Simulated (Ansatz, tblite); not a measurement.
Cost and result up the ladder for Be3Te2⁺ (the lowest doublet isomer of a short search) (5 atoms). The state is a doublet with charge 1. Geometry: PBE-D4/def2-SVP.

```xyz
5

Be   -0.8944   -0.9837    0.1507
Be    1.2352   -0.1373    0.4959
Be   -0.3407    1.1208   -0.6465
Te   -0.5864    0.7905    1.6794
Te    0.5864   -0.7904   -1.6795
```

Ansatz on 4 threads of Arm Neoverse V2 on a shared host; xTB runs through tblite on one thread. Times are rough, summed over both states, and most runs start from the orbitals of an earlier one. PBE-QIDH/def2-TZVP serves as the yardstick here, not as an exact answer. Differences are given only for rows in sets of like size (and for xTB, whose basis is part of the method), since another set adds its own error. The other state is a quartet at its own geometry, which has other bonds, so the gap mixes isomer and spin.

In the def2 sets Te takes a core potential, while STO-3G treats all electrons; there is no spin–orbit coupling. The xTB rows come from tblite. B3LYP takes the VWN-RPA correlation. Correlated methods freeze 8 core orbitals; core or outer-core shells of Te are correlated, in sets that lack core-valence functions. The rows differ in basis, and correlated rows in double-zeta sets carry the largest basis error. In CCSD on the charge 1 quartet the largest single amplitude is 0.21, so its Hartree–Fock determinant may place the open shell otherwise than the density functionals do. The structure comes from a short search, and lower isomers may exist.

Correlated methods converge slowly with the basis, most of all in double-zeta sets (MP2 moves by 0.08 eV from def2-SVP to def2-TZVP here).

xTB has no spin-polarisation term.

```
                          level  functions  wall time  quartet − doublet (eV)  difference from PBE-QIDH/def2-TZVP (eV)
                       GFN1-xTB         30    0.005 s                    1.93                                    -0.46
                       GFN2-xTB         30    0.025 s                    1.00                                    -1.39
                      HF/STO-3G         69        3 s                    2.63                                        –
               PBE-D4/def2-TZVP        157        5 s                    2.14                                    -0.25
            revPBE-D4/def2-TZVP        157      5.2 s                    2.12                                    -0.27
              BLYP-D4/def2-TZVP        157      5.9 s                    2.21                                    -0.18
                  MP2/def2-TZVP        157      7.2 s                    2.59                                     0.20
             B3LYP-D4/def2-TZVP        157      7.4 s                    2.30                                    -0.09
PBE0-D4/def2-TZVP (with forces)        157      7.5 s                    2.23                                    -0.16
              RPA@PBE/def2-TZVP        157       11 s                    2.36                                    -0.02
             PBE-QIDH/def2-TZVP        157       12 s                    2.39                                     0.00
               CCSD(T)/def2-SVP         79       12 s                    2.36                                        –
            r2SCAN-D4/def2-TZVP        157       14 s                    2.12                                    -0.27
              ωB97X-V/def2-TZVP        157       37 s                    2.44                                     0.05
```
